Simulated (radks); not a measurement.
Question: All-electron atom: the nitrogen ion N3+ in [He] 2s1 3d1 (not the ground configuration). Calculated with a radial shooting solver on a logarithmic mesh with Libxc functionals: non-relativistic Kohn-Sham, LDA (Slater exchange, Perdew-Wang correlation), spin-polarised, spherical densities, point nucleus; open shells are filled with parallel spins first. Some entries of the table are withheld. Estimate them.

orbital,occ.,eigenvalue (eV),r(max) (bohr)
1s up,1,(1),0.1489
1s down,1,(2),0.1490
2s up,1,(3),0.9013
2s down,0,(4),0.9001
3d up,1,-21.9229,(5)
3d down,0,-18.5733,(6)

Answer: 
(1) 1s up eigenvalue (eV): -463.7524
(2) 1s down eigenvalue (eV): -462.3793
(3) 2s up eigenvalue (eV): -77.2882
(4) 2s down eigenvalue (eV): -70.4125
(5) 3d up r(max) (bohr): 2.040
(6) 3d down r(max) (bohr): 2.295
